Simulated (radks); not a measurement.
Coulomb parameter of the 4f shell of neutral promethium in the model configuration [Xe] 4f3.5 6s2 6p1.5, as a second difference U = [E(n + 0.5) + E(n - 0.5) - 2 E(n)] / (0.5)^2 with all orbitals relaxed. "Bare": the charge of the atom changes with n. "Screened": the 6p shell takes up the change at fixed total charge, which measures U(4f,4f) + U(6p,6p) - 2 U(4f,6p). Calculated with a radial shooting solver on a logarithmic mesh with Libxc functionals: scalar-relativistic Kohn-Sham, r2SCAN, spin-unpolarised, spherical densities, finite nucleus; meta-GGA in the generalised Kohn-Sham scheme; Fermi nuclear charge, rms radius 4.962 fm.

case	configuration	E - E(n) (eV)
start	[Xe] 4f3.5 6s2 6p1.5	0.000
bare +0.5	[Xe] 4f4 6s2 6p1.5	-5.910
bare -0.5	[Xe] 4f3 6s2 6p1.5	9.659
screened +0.5	[Xe] 4f4 6s2 6p1	-5.257
screened -0.5	[Xe] 4f3 6s2 6p2	7.561

U(bare) = 14.997 eV, U(screened by 6p) = 9.217 eV, against the Slater integral F0(4f,4f) = 27.655 eV with frozen orbitals. The step up makes a negative ion, whose loosely bound charge lowers the bare value.
